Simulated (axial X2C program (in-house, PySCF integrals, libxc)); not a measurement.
## Low determinants of ZrSi⁺ at the PBE0 level, without spin–orbit coupling

All values were computed with an axial X2C code built on PySCF integrals. Spin-free means the one-electron spin-free X2C Hamiltonian. Basis: Zr dyall-cv3z [11s12p9d6f3g], Si dyall-v3z [8s7p2d1f] (cores contracted in-house); Gaussian nuclei, density fitting, unrestricted open shells. Masses: Zr 89.905 u, Si 27.977 u.

Search at 2.531 Å (vertical energies from the lowest determinant):

| ΔE (eV) | state | electrons beyond evenly filled partner blocks | electrons in σ, π, δ, φ |
| --- | --- | --- | --- |
| 0.00 | M_S = 5/2, Λ = 2 | 2 × σα, π+α, π-α, δ+α | 26 22 5 0 |
| 0.08 | M_S = 3/2, Λ = 2 | π+α, π-α, δ+α | 26 22 5 0 |
| 0.22 | M_S = 3/2, Λ = 0 | σα, π+α, π-α | 27 22 4 0 |
| 0.42 | M_S = 3/2, Λ = 1 | σα, π+α, π-α, π-β, δ+α | 25 23 5 0 |
| 0.42 | M_S = 3/2, Λ = 3 | σα, π+α, π+β, π-α, δ+α | 25 23 5 0 |
| 0.43 | M_S = 1/2, Λ = 1 | π+α, π+β, π-α | 26 23 4 0 |
| 0.45 | M_S = 3/2, Λ = 1 | 2 × σα, π+α, π+β, π-α | 26 23 4 0 |

Lowest determinant, M_S = 5/2, Λ = 2 (beyond evenly filled blocks: 2 × σα, π+α, π-α, δ+α): Re = 2.525 Å, ωe = 346.6 cm⁻¹.

The determinant in row 2 of the search, M_S = 3/2, Λ = 2 (beyond evenly filled blocks: π+α, π-α, δ+α), was followed along the bond at PBE0; measured from the minimum of the lowest determinant it gives:

Te = 0.077 eV (620 cm⁻¹), Re = 2.542 Å, ωe = 352.5 cm⁻¹.

Task: Compare the bond of the determinant in row 2 with that of the lowest one.

Result: At PBE0 its Re is 0.017 Å longer and its force constant, which goes as ωe², is 1.03 times that of the lowest determinant. T0 ≈ Te + Δωe/2 = 620 + (3) = 623 cm⁻¹.

The search compares states at one distance, so a state with another bond length can lie lower; it is not exhaustive and yields mostly the lowest determinant of each block pattern, so other components and higher states of one pattern are missing. These are energies of single determinants, not of spin-adapted states; PBE0 term energies can be off by some tenths of an eV, and the functional has no current term. The lowest determinant need not be the ground state where others lie within half an eV.
